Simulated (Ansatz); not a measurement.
`C[SiH](C)C` + `BN` → `BN[SiH](C)C` + CH₄ at 298.15 K and 1 bar (ligand exchange at the Si–C bond).

Program: Ansatz. Geometries: PBE0-D4/def2-TZVP. ΔE: electronic, gas phase. CCSD(T)/CBS is the MP2 limit (def2-TZVPP, def2-QZVPP) plus CCSD(T) − MP2 in def2-TZVPP, frozen cores. This one scheme is used for every species. One conformer a species, not always the lowest.

| species | CCSD(T)/CBS energy (Eh) | H − E (kJ/mol) | S (J/(mol·K)) |
| --- | --- | --- | --- |
| `C[SiH](C)C` | -409.29330 | 333.7 | 331.4 |
| `BN` | -81.93499 | 137.2 | 228.1 |
| `BN[SiH](C)C` | -450.78732 | 342.7 | 366.4 |
| CH₄ | -40.46206 | 127.4 | 186.2 |

H − E and S are ideal-gas, rigid-rotor, harmonic terms from PBE0-D4/def2-TZVP, for one conformer and one mirror image of each species. 1 Eh = 2625.50 kJ/mol, R = 8.31446 J/(mol·K).

Problem. By hand: ΔE, ΔH, ΔS and ΔG.

Solution. ΔE = (-450.78732) + (-40.46206) − (-409.29330) − (-81.93499) = -0.02109 Eh = -55.4 kJ/mol. Δ(H − E) = 342.7 + 127.4 − 333.7 − 137.2 = -0.8, so ΔH = -56.2 kJ/mol. ΔS = 366.4 + 186.2 − 331.4 − 228.1 = -6.9 J/(mol·K). ΔG = -56.2 − 298.15 × (-6.9)/1000 = -54.1 kJ/mol.

Problem. By hand: the equilibrium constant, and the temperature at which ΔG would vanish if ΔH and ΔS stayed fixed.

Solution. log₁₀ K = −ΔG/(RT ln 10) = 9.5. ΔG = 0 at ΔH/ΔS = 8145 K, far beyond where these terms or the molecules hold.

The number of gas molecules stays the same, so ΔS is small and ΔH decides. A doubt of 5 kJ/mol in ΔE shifts log₁₀ K by 0.9 here. Other conformers and mirror images would add mixing entropy, several J/(mol·K) or more a flexible species. Modes under 60 cm⁻¹, often nearly free rotors, make the harmonic entropy too high. These are equilibria of isolated gas molecules and say nothing of rates. Largest T1 diagnostic: 0.012 (customary marks: 0.02 for closed shells, 0.045 for open ones).
